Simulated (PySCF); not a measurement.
Stepwise substitution at one centre (Ga OH-SH). Gas-phase values, no solvent. One relaxed conformer stands for each flexible species; it need not be the lowest. Strings in code marks are SMILES.

Calculation: PBE-D3(BJ)/def2-TZVP // B3LYP-D3(BJ)/def2-TZVP in PySCF 2.14.0. Excitations are Tamm–Dancoff values on a coarser integration grid. The basis has no diffuse functions, so Rydberg states are missing or too high.

```csv
species,S1 excitation (TDA) (eV),LUMO (eV),HOMO–LUMO gap (eV),S1 oscillator strength,T1 excitation (TDA) (eV)
0 of 3 OH replaced by SH,5.31,-1.97,5.20,0.000,5.02
1 of 3 OH replaced by SH (`[OH][Ga]([OH])[SH]`),4.87,-1.85,4.74,0.006,4.55
2 of 3 OH replaced by SH (`[OH][Ga]([SH])[SH]`),4.71,-1.85,4.59,0.000,4.42
3 of 3 OH replaced by SH (`[SH][Ga]([SH])[SH]`),4.55,-1.98,4.46,0.000,4.31
```
